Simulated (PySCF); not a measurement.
SiOBr₂, SMILES Br[Si](Br)=O.

Geometry: B3LYP-D3(BJ)/def2-SVP.

Calculation: PBE/def2-TZVPD (PySCF).

```
Item                                                                                                           Result
---------------------------------------------------------------------------------------------  ----------------------
total energy                                                                                      -5512.18584 hartree
point group                                                                                                       C2v
highest occupied level                                                                                       -7.28 eV
lowest empty level                                                                                           -3.36 eV
orbital gap                                                                                                   3.91 eV
dipole moment                                                                                                  3.13 D
quadrupole, principal values (traceless, Buckingham form, about the centre of nuclear charge)  -12.17, 5.18, 7.00 D·Å
mean static polarisability                                                                      74.1 bohr³ (10.98 Å³)
polarisability, principal values                                                               53.7, 76.3, 92.4 bohr³
```
